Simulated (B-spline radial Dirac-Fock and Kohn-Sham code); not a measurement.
## Magnetic form factor of the 3d shell of Fe⁷⁺

System: iron as Fe⁷⁺, configuration [Ar] 3d1.

Input of the calculation (task.json; shells as n, l, electrons):

```json
{"items": [{
  "Z": 26,
  "q": 7,
  "cfg": [[1, 0, 2], [2, 0, 2], [2, 1, 6], [3, 0, 2], [3, 1, 6], [3, 2, 1]],
  "A": 56,
  "rrms": 3.7377,
  "do": ["scatter"],
  "s": [0.0, 0.05, 0.1, 0.15, 0.2, 0.25, 0.3, 0.35, 0.4, 0.45, 0.5, 0.6, 0.7, 0.8, 0.9, 1.0, 1.1, 1.2, 1.4, 1.6, 1.8, 2.0, 2.5, 3.0, 3.5, 4.0, 5.0, 6.0],
  "pz": [0, 0.1, 0.2, 0.3, 0.4, 0.5, 0.6, 0.8, 1.0, 1.2, 1.4, 1.6, 1.8, 2.0, 2.5, 3.0, 4.0, 5.0, 7.0, 10.0, 15.0, 20.0, 30.0, 40.0, 60.0, 100.0],
  "hv_scatter": [1000, 2000, 5000, 8047.8, 10000, 17479.3, 500000, 1000000]
}]}
```

Launch: `python xray_run.py task.json out`

Method: relativistic Hartree-Fock (Dirac-Fock) wave functions, averaged over the configuration. Computed with a radial finite-basis atomic code. ⟨j_K⟩ is the integral of the 3d radial density with the spherical Bessel function j_K(4πsr), s = sin θ/λ.

```tsv
s (Å⁻¹)	⟨j0⟩	⟨j2⟩	⟨j4⟩
0	1.0000	0.0000	0.0000
0.05	0.9867	0.0053	0.0000
0.1	0.9480	0.0205	0.0002
0.15	0.8871	0.0439	0.0009
0.2	0.8089	0.0727	0.0027
0.25	0.7191	0.1038	0.0060
0.3	0.6238	0.1342	0.0112
0.35	0.5281	0.1615	0.0183
0.4	0.4365	0.1839	0.0272
0.45	0.3522	0.2002	0.0373
0.5	0.2772	0.2102	0.0482
0.6	0.1579	0.2128	0.0697
0.7	0.0772	0.1979	0.0876
0.8	0.0273	0.1732	0.0994
0.9	-0.0009	0.1450	0.1048
1	-0.0149	0.1175	0.1046
1.1	-0.0205	0.0930	0.1002
1.2	-0.0213	0.0723	0.0931
1.4	-0.0172	0.0421	0.0754
1.6	-0.0118	0.0237	0.0579
```

Radial moments of the shell: ⟨r²⟩ = 0.7269, ⟨r⁴⟩ = 0.9695, ⟨r⁶⟩ = 2.078 in powers of bohr.
